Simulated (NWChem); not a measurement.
The numbers come from NWChem runs, not from measurements. System: SeSn, charge 0, spin multiplicity 1, at a geometry optimised with PBE/def2-SVP with def2 effective core potentials on Sn. The structure started from a generated list of species. Level: CR-CCSD(T)/def2-TZVP with def2 effective core potentials on Sn, 13 core orbitals frozen.

Input file:

```
start mol
memory heap 100 mb stack 700 mb global 1900 mb
geometry units angstroms nocenter noautoz
  Sn     0.000000     0.000000     0.959386
  Se     0.000000     0.000000    -1.410862
  symmetry group C2v
end
basis spherical
  * library def2-tzvp
end
ecp
  Sn library def2-ecp
end
scf
  rhf
  nopen 0
  maxiter 100
  thresh 1e-7
  semidirect memsize 60000000 filesize 0
end
tce
  freeze core 13
  cr-ccsd(t)
  2eorb
  2emet 13
  thresh 1e-6
  maxiter 100
  tilesize 24
end
task tce energy
```

Output (cleaned and shortened):

```
             Northwest Computational Chemistry Package (NWChem) 7.3.0
             --------------------------------------------------------

                                NWChem Input Module
                                -------------------

 Scaling coordinates for geometry "geometry" by  1.889725989
 (inverse scale =  0.529177249)

 Turning off AUTOSYM since
 SYMMETRY directive was detected!

                             Geometry "geometry" -> ""
                             -------------------------

 Output coordinates in angstroms (scale by  1.889725989 to convert to a.u.)

  No.       Tag          Charge          X              Y              Z
 ---- ---------------- ---------- -------------- -------------- --------------
    1 Sn                  50.0000     0.00000000     0.00000000     0.95938600
    2 Se                  34.0000     0.00000000     0.00000000    -1.41086200

 Effective nuclear repulsion energy (a.u.)     379.5389019628

            Nuclear Dipole moment (a.u.)
            ----------------------------
        X                 Y               Z
 ---------------- ---------------- ----------------
     0.0000000000     0.0000000000    -0.0000151178

      Symmetry information
      --------------------

 Group name             C2v
 Group number             16
 Group order               4
 No. of unique centers     2

      Symmetry unique atoms

     1    2


 Summary of "ao basis" -> "" (spherical)
 ------------------------------------------------------------------------------
       Tag                 Description            Shells   Functions and Types
 ---------------- ------------------------------  ------  ---------------------
 *                         def2-tzvp                  on all atoms

 Summary of "ao basis" -> "ao basis" (spherical)
 ------------------------------------------------------------------------------
       Tag                 Description            Shells   Functions and Types
 ---------------- ------------------------------  ------  ---------------------
 Sn                        def2-tzvp                16       50   6s5p3d2f
[...]
            Beta electrons :    28
           No. of orbitals :   196
            Alpha orbitals :    98
             Beta orbitals :    98
        Alpha frozen cores :    13
         Beta frozen cores :    13
     Alpha frozen virtuals :     0
      Beta frozen virtuals :     0
         Spin multiplicity : singlet
    Number of AO functions :    98
       Number of AO shells :    32
        Use of symmetry is : on
      Symmetry adaption is : on
         Schwarz screening : 0.10D-09

          Correlation Information
          -----------------------
          Calculation type : Coupled-cluster singles & doubles w/ perturbation
   Perturbative correction : Completely renormalized (T)
            Max iterations :      100
        Residual threshold : 0.10D-05
     T(0) DIIS level shift : 0.00D+00
     L(0) DIIS level shift : 0.00D+00
     T(1) DIIS level shift : 0.00D+00
     L(1) DIIS level shift : 0.00D+00
     T(R) DIIS level shift : 0.00D+00
     T(I) DIIS level shift : 0.00D+00
   CC-T/L Amplitude update :  5-th order DIIS
                I/O scheme : Global Array Library
        L-threshold :  0.10D-05
        EOM-threshold :  0.10D-05
 no EOMCCSD initial starts read in
 TCE RESTART OPTIONS
 SLICE:      F
 D4D5:       F
 quantumc:   F
 qrotation:  F
 pwtce:      F
 qducc:      F
 nacto:                         0
 nrotv:                         0
 nrot:                          0

            Memory Information
            ------------------
          Available GA space size is     249027196 doubles
          Available MA space size is     104836364 doubles

 Maximum block size supplied by input
 Maximum block size        24 doubles

 tile_dim =     17

 -------------------------------------------------

 Global array virtual files algorithm will be used

 Parallel file system coherency ......... OK

 4-electron integrals stored in orbital form

 v2    file size   =          2763256
 4-index algorithm nr.  13 is used
 imaxsize =       30
 imaxsize ichop =        0


CCSD iterations
 ---------------------------------------------------------
 Iter          Residuum       Correlation     Cpu    Wall
 ---------------------------------------------------------
    1   0.1689785231276  -0.5641839426441     1.5     1.5
    2   0.0353489880460  -0.5436303412693     1.6     1.6
    3   0.0112498996682  -0.5542708735338     1.4     1.4
    4   0.0070869431307  -0.5536775646718     1.4     1.4
    5   0.0027604060293  -0.5548203795062     1.3     1.3
    6   0.0017427538339  -0.5549798651247     1.2     1.2
    7   0.0014270516378  -0.5549273190451     1.3     1.3
    8   0.0006470092804  -0.5549905812236     1.2     1.2
    9   0.0006226433154  -0.5549643837317     1.0     1.0
   10   0.0002937614237  -0.5550062938595     1.0     1.0
   11   0.0000380680817  -0.5550222346327     1.0     1.0
   12   0.0000137147419  -0.5550207707702     1.1     1.1
   13   0.0000066749297  -0.5550211781509     1.0     1.0
   14   0.0000034156677  -0.5550212122275     0.9     0.9
   15   0.0000018747869  -0.5550211712446     1.1     1.1
   16   0.0000007360126  -0.5550211696520     1.1     1.1
 -----------------------------------------------------------------
 Iterations converged
 CCSD correlation energy / hartree =        -0.555021169652000
 CCSD total energy / hartree       =     -2613.806611930742292

 Singles contributions

 Doubles contributions
 CR-CCSD(T)

 CR-CCSD[T]  correction energy / hartree =        -0.020237275490700
 CR-CCSD[T] correlation energy / hartree =        -0.575258445142700
 CR-CCSD[T] total energy / hartree       =     -2613.826849206232964
 CR-CCSD(T)  correction energy / hartree =        -0.018305608791483
 CR-CCSD(T) correlation energy / hartree =        -0.573326778443483
 CR-CCSD(T) total energy / hartree       =     -2613.824917539533999

 Task  times  cpu:      110.5s     wall:      110.5s

 Total times  cpu:      110.5s     wall:      110.5s
```
